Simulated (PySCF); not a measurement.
## ITeN, singlet: molecular constants

Level of theory: PBE0/[Te def2-TZVP with ECP28, N def2-TZVP, I def2-TZVP with ECP28], scalar-relativistic core potentials, density fitting, no spin–orbit coupling, PySCF.

The structure is a minimum.

```xyz
3
charge 0 multiplicity 1, angstrom
Te   -1.0150    0.0000   -0.7711
N    -2.5057    0.0000    0.2423
I     1.3170    0.0000    0.7634
```

```json
{
 "Point group": "Cs",
 "Bond lengths": "Te–I 2.792 Å, Te–N 1.802 Å",
 "Bond angles": "I–Te–N 112.4°",
 "Enthalpy at 298.15 K above 0 K": "13.22 kJ/mol",
 "Zero-point energy": "7.6 kJ/mol",
 "Rotational symmetry number": "1",
 "Rotational constants": "0.513, 0.03005, 0.02838 cm⁻¹",
 "Highest occupied level": "-7.41 eV",
 "Dipole moment": "2.99 D",
 "Principal quadrupole moments (Buckingham, traceless) about the centre of mass": "-11.85, 4.07, 7.77 D Å",
 "Lowest empty level": "-3.99 eV",
 "Principal polarisabilities": "46.9, 61.7, 122.9 bohr³",
 "Entropy at 298.15 K and 1 bar": "315.4 J/(mol K)",
 "Atomisation energy without zero-point energy": "427 kJ/mol",
 "Heat capacity Cp at 298.15 K": "50.9 J/(mol K)"
}
```

Harmonic modes (masses in u: Te 129.906, N 14.003, I 126.904):
```csv
symmetry,ω (cm⁻¹),IR (km/mol),type
a',151,2.2,bend
a',195,34.1,bend
a',933,34.4,stretch
```

Charges (e):
| atom | Mulliken | Löwdin | polar tensor | Mayer order to Te1 |
| --- | --- | --- | --- | --- |
| Te1 | 0.62 | 0.60 | 0.80 | – |
| N2 | -0.41 | -0.47 | -0.32 | 2.43 |
| I3 | -0.21 | -0.12 | -0.48 | 0.93 |

Mulliken populations on Te1 (electrons outside its core potential): s 3.88, p 9.17, d 10.27, f 0.05.

Outer orbital energies (eV). occupied: -19.49, -16.19, -10.53, -9.72, -9.69, -7.80, -7.78, -7.41; empty: -3.99, -2.75, -0.52, 2.79.

Counting electrons, tellurium keeps 2 of its valence electrons outside its bonds, so the VSEPR class is AX2E1 and the expected shape is bent; with unlike ligands the computed point group is Cs.

Other isomers or separated fragments may lie lower.

The final relaxation and frequency run took of the order of 2.3 core-minutes on a shared host.
